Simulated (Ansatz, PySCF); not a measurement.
The pair A = SiH4 (SMILES [SiH4]) (first 5 atoms), B = N2 (SMILES N#N); geometry from B3LYP-D3(BJ)/def2-TZVP.
(charge 0, multiplicity 1):
| atom | x (Å) | y (Å) | z (Å) |
|---|---|---|---|
| Si | 0.0824 | 0.1487 | -0.1899 |
| H | 0.4002 | 0.4069 | -1.6132 |
| H | 0.2577 | 1.3973 | 0.5851 |
| H | 0.9960 | -0.8907 | 0.3350 |
| H | -1.3175 | -0.3157 | -0.0744 |
| N | -0.0231 | -0.3688 | 4.2918 |
| N | -0.3934 | -0.3814 | 3.2659 |

Cores are frozen in the correlated methods. CBS(a, b) extrapolates the correlation energy as X⁻³ and adds the Hartree–Fock energy of set b.

Programs: Ansatz (a first-principles code) with Gaussian orbitals; PySCF for the dispersion terms. Values without a source in brackets are computed.

The monomers are drawn apart, rigid, along the line of their centres of mass. Counterpoise-corrected interaction energies (kcal/mol):

```csv
level,R = 5.425 Å,R = 6.837 Å
PBE-D3(BJ)/def2-TZVPPD,-0.2218,-0.0416
wB97M-V/def2-TZVPPD,-0.1689,-0.0357
"CCSD(T)/CBS(aug-cc-pV(D+d)Z, aug-cc-pV(T+d)Z)",-0.1636,-0.0357
```

Task: R is the distance of the centres of mass. Find the local exponent m of E ∝ R⁻ᵐ between the two points.

Result: 
m = ln(E₁/E₂)/ln(R₂/R₁): PBE-D3(BJ)/def2-TZVPPD 7.2; wB97M-V/def2-TZVPPD 6.7; CCSD(T)/CBS(aug-cc-pV(D+d)Z, aug-cc-pV(T+d)Z) 6.6. For scale, two fixed dipoles give m = 3, dipole and quadrupole 4, quadrupoles 5, and dispersion or dipole-induced dipole 6 at long range; at these distances several terms mix, and what is left of overlap and damping shifts m, so it need not match one of them.
